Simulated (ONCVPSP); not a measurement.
# caesium (Cs): ONCV pseudisation with PBE, fully relativistic reference atom.

* Element: Cs (Z = 55)
* Generator: ONCVPSP 4.0.1
* Type: optimised norm-conserving Vanderbilt (ONCV)
* Functional: PBE
* Relativity: fully relativistic
* Frozen core: [Kr] 4d10
* Valence charge: 9
* Reference configuration: 5s2 5p6 6s1
* Partial waves: 5s+6s: rc 2.50 bohr, ncon 4, nbas 7, qcut 5.1 1/bohr, 2 projectors; 5p: rc 2.95 bohr, ncon 3, nbas 6, qcut 4.2 1/bohr, 2 projectors, debl 0.5 Ha; d scattering state at 0.15 Ha: rc 3.25 bohr, ncon 4, nbas 8, qcut 3.5 1/bohr, 2 projectors, debl 0.3 Ha
* Local potential: polynomial inside 1.60 bohr (lpopt 2, dvloc0 1 Ha)
* Core correction: Teter function fitted to the true core (icmod 2), fcfact 0.3

Open shells are filled in proportion to 2j + 1.

In the d channel the program set the typed energies aside and used 0.050, 0.350 Ha (j = l + 1/2; the other j can differ).

Poles of the logarithmic derivatives, all-electron (AE) and pseudo (PS). s: poles at -0.7, 3.5 (AE) and -0.7, 3.4 (PS) Ha. p3/2: poles at -0.2, 2.6 (AE) and -0.2, 2.4, 4.9 (PS) Ha. p1/2: poles at -0.3, 2.4 (AE) and -0.3, 2.3, 4.9 (PS) Ha. d5/2: poles at 0.5, 2.8 (AE) and 0.5, 2.7 (PS) Ha. d3/2: poles at 0.5, 2.8 (AE) and 0.5, 2.7 (PS) Ha. Test radii: s 2.53, p3/2 3.00, p1/2 3.00, d5/2 3.30, d3/2 3.30 bohr.

- Cutoffs needed: 8.5 Ha and 10 Ha (the cutoffs (Ha) at which the residual kinetic energy of the hardest occupied pseudo-wave falls to 1 and 0.1 mHa per electron)
- Ghost test: no bound ghost flagged; GHOST(+) flagged for s at 140.2 eV
- Largest excitation error: -21 meV (all-electron minus pseudo) for 5s2 5p5 6s1, out of 4 test configurations
- rms error of d²Exc/dni dnj: 5.92 mHa without and 2.97 mHa with the model core
